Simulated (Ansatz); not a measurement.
Molecule: sum formula LiOH (charge 0, singlet). 
Coordinates optimised at B3LYP-D3(BJ)/def2-TZVP (Ansatz, an electronic-structure program):
```xyz
3

Li     0.0000     0.0000    -1.2587
O      0.0000     0.0000     0.3139
H      0.0000     0.0000     1.2652
```
Charge 0, spin multiplicity 1.

Basis-set convergence of Hartree-Fock and CCSD(T) correlation energies (hartree) with Ansatz. Cores are frozen in the correlated levels unless marked. Spin-orbit coupling is left out. No relativistic terms.

| basis | functions | E(HF) | E(corr, CCSD(T)) |
|---|---|---|---|
| def2-SVP | 28 | -82.84806 | -0.21409 |
| def2-TZVPP | 64 | -82.95372 | -0.27703 |
| def2-QZVPP | 122 | -82.95892 | -0.29968 |

Extrapolating the two largest sets (X = 3 and 4) as X^-3: E(corr) = (64·(-0.29968) - 27·(-0.27703))/37 = -0.3162 Eh, an estimate of the basis-set limit. The largest set recovers 94.8 % of it, the smallest 67.7 %.
